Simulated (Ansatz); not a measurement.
Consider the ligand exchange at a Ga–Br bond: `[OH][GaH][Br]` + HCl → `[OH][GaH][Cl]` + HBr.

Computed with Ansatz on PBE0-D4/def2-TZVP structures; ΔE is electronic, products minus reactants. CBS: MP2 limit from def2 TZ/QZ plus the TZ coupled-cluster correction, frozen cores. This one scheme is used for every species. DFT in def2-TZVPP. For Br, Ga outer-core shells are correlated without core-valence functions, which leaves a few kJ/mol of doubt a bond. Scalar relativity is left out up to krypton. One conformer a species, not always the lowest.

**Question.** Is it downhill or uphill in electronic energy at CCSD(T)/CBS, and by how much? (An estimate is asked.)

**Answer.** Ansatz gave: Uphill: ΔE = +2.7 kcal/mol.

**Question.** What do these levels give: LDA (SPW92), PBE-D4, revPBE-D4, PBE0-D4, ωB97M-V, PBE0, r2SCANh, LC-ωPBE, MP2/def2-TZVPP, CCSD/def2-TZVPP, CCSD(T)/def2-TZVPP, MP2/def2-QZVPP? (Estimate.)

**Answer.** Computed: LDA (SPW92) 2.3, PBE-D4 2.5, revPBE-D4 2.4, PBE0-D4 2.7, ωB97M-V 2.3, PBE0 2.6, r2SCANh 2.4, LC-ωPBE 2.2, MP2/def2-TZVPP 2.8, CCSD/def2-TZVPP 2.6, CCSD(T)/def2-TZVPP 2.6, MP2/def2-QZVPP 2.8 kcal/mol.

Largest T1 diagnostic among the species: 0.013.

At CCSD(T), def2-SVP lies −1.5 kcal/mol from the extrapolated value and def2-TZVPP −0.1 kcal/mol. Leaving LDA and LC-ωPBE aside and taking each functional with its dispersion term where it has one, the values, not all of them listed here, spread over 1.3 kcal/mol, from B97M-V to PBE-QIDH.
